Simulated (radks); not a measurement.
Isoelectronic series with 29 electrons, all held in the configuration [Ar] 3d10 4s1, which need not be the ground one along the series. Method: Dirac Kohn-Sham, PBE, spin-unpolarised, spherical densities, finite nucleus; Fermi nuclear charge, rms radius of each element as measured or else 0.836 A^(1/3) + 0.57 fm; computed with a radial shooting solver on a logarithmic mesh with Libxc functionals. Total energies (hartree) and mean radii <r> (bohr):

| ion | E (hartree) | 4s1/2 | 3d5/2 |
|---|---|---|---|
| Cu | -1654.89433 | 2.936 | 1.053 |
| Zn+ | -1795.71193 | 2.401 | 0.9000 |
| Ga2+ | -1943.02252 | 2.077 | 0.8004 |
| Ge3+ | -2096.80006 | 1.849 | 0.7266 |
| As4+ | -2257.03851 | 1.676 | 0.6685 |
| Se5+ | -2423.74166 | 1.538 | 0.6208 |
| Br6+ | -2596.92066 | 1.425 | 0.5806 |
| Kr7+ | -2776.59072 | 1.329 | 0.5460 |
| Rb8+ | -2962.77069 | 1.247 | 0.5158 |
| Sr9+ | -3155.48178 | 1.176 | 0.4892 |
| Zr11+ | -3560.59372 | 1.056 | 0.4440 |
| Nb12+ | -3773.04678 | 1.006 | 0.4247 |
| Mo13+ | -3992.13548 | 0.9604 | 0.4071 |
| Tc14+ | -4217.89324 | 0.9189 | 0.3909 |
| Ru15+ | -4450.34823 | 0.8811 | 0.3761 |
| Rh16+ | -4689.53768 | 0.8463 | 0.3624 |
| Pd17+ | -4935.49419 | 0.8142 | 0.3498 |
| Ag18+ | -5188.25620 | 0.7845 | 0.3380 |
| Cd19+ | -5447.85845 | 0.7570 | 0.3270 |
| In20+ | -5714.34579 | 0.7313 | 0.3167 |
| Sn21+ | -5987.75502 | 0.7073 | 0.3071 |
